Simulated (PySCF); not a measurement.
This PySCF input asks for the NMR shieldings of SMILES F/C=C(/[SiH3])C[SiH2]C(Cl)Cl, C4H9Cl2FSi2; the geometry comes from GFN2-xTB.

```python
import basis_set_exchange as bse
import numpy as np
from pyscf import gto, dft
from pyscf.prop import nmr

atoms = """
F    -1.262321    2.524875   -0.569158
C    -1.912271    1.338856   -0.493472
C    -1.275780    0.180753   -0.556308
Si   -2.213890   -1.445833   -0.405364
C     0.213356    0.129994   -0.708844
Si    1.068263    0.564869    0.932804
C     2.886031   -0.069195    0.819500
Cl    3.718790    0.737766   -0.524447
Cl    2.890335   -1.825122    0.559584
H    -2.976176    1.479751   -0.387829
H    -1.634617   -2.194502    0.711678
H    -3.628692   -1.164656   -0.168563
H    -2.035433   -2.198411   -1.649622
H     0.531418    0.849758   -1.467031
H     0.520439   -0.860461   -1.046238
H     1.147406    2.003951    1.172510
H     0.470905   -0.158795    2.059192
H     3.483480    0.112719    1.709951
"""
names = dict.fromkeys(["F", "C", "Si", "Cl", "H"], "pcSseg-1")
basis = {el: gto.basis.parse(bse.get_basis(n, elements=[el], fmt="nwchem")) for el, n in names.items()}
mol = gto.M(atom=atoms, basis=basis, charge=0, verbose=0)
mf = dft.RKS(mol, xc="PBE0")
mf.grids.level = 2
mf.grids.alignment = dft.numint.BLKSIZE   # the property module wants whole blocks of grid points
mf.conv_tol = 1e-9
mf.kernel()

calc = nmr.RKS(mf)   # GIAO
C = mf.mo_coeff
Co = C[:, mf.mo_occ > 0]
resp = mf.gen_response(singlet=True, hermi=2)
def vind(x):   # induced exchange potential for any number of trial vectors
    d = np.einsum("pi,xij,qj->xpq", C, 2 * x.reshape(-1, C.shape[1], Co.shape[1]), Co, optimize=True)
    return np.einsum("xpq,pi,qj->xij", resp(d - d.transpose(0, 2, 1)), C, Co, optimize=True).ravel()
mo1, _ = nmr.rhf.solve_mo1(calc, with_cphf=vind)
sigma = calc.kernel(mo1)
for i, s in enumerate(sigma):   # ppm
    print("%2d %-2s %9.2f" % (i, mol.atom_pure_symbol(i), np.trace(s) / 3))
```

Problem. Give the expected output.

Solution. 
```
 0 F     257.62
 1 C      25.54
 2 C      74.14
 3 Si    423.05
 4 C     179.05
 5 Si    385.49
 6 C     115.03
 7 Cl    737.61
 8 Cl    738.35
 9 H      25.03
10 H      27.47
11 H      27.72
12 H      27.45
13 H      28.85
14 H      29.80
15 H      27.20
16 H      27.59
17 H      26.03
```

These numbers come from an equivalent density-fitted implementation of the same equations, which agrees with the script to about 0.01 ppm for H and up to a few tenths of a ppm for heavy atoms, so last digits may differ.

Problem. Turn these shieldings into chemical shifts. References, each an isolated molecule treated in the same way: $^{19}$F (170.95 ppm) against CFCl3; $^{13}$C (186.93 ppm) and $^{29}$Si (349.16 ppm) and $^{1}$H (31.72 ppm) vs TMS; $^{35}$Cl (949.78 ppm) vs HCl.

Solution. Averaging equivalent atoms: F 0: -86.7; C 1: 161.4; C 2: 112.8; C 6: 71.9; C 4: 7.9; Si 5: -36.3; Si 3: -73.9; Cl 7/8: 212; H 9: 6.69; H 17: 5.69; H 15/16: 4.32; H 10/11/12: 4.17; H 13/14: 2.39 ppm. Unscaled 19F shifts against computed CFCl3 carry errors that often reach 10 to 50 ppm.

Size and cost of the density-fitted run: 226 basis functions, 56 s wall time on 1 thread of an Arm Neoverse V1, shared host; peak memory 1.1 GiB.
